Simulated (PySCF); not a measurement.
A calculated (PBE0, PySCF 2.14, dyall-av3z, scalar relativity by spin-free X2C-1e) atom or ion has these occupied shells.

```csv
shell,electrons,orbital energy (eV),"rms radius, mean of both spins (bohr)"
1s α,1,-123.70,0.488
1s β,1,-123.39,0.488
2p α,1,-11.797,2.56
```

Question: Name the element and its charge.

Answer: Be+ (beryllium, charge +1), in [He] 2p1, 2P determinant (an excited configuration).
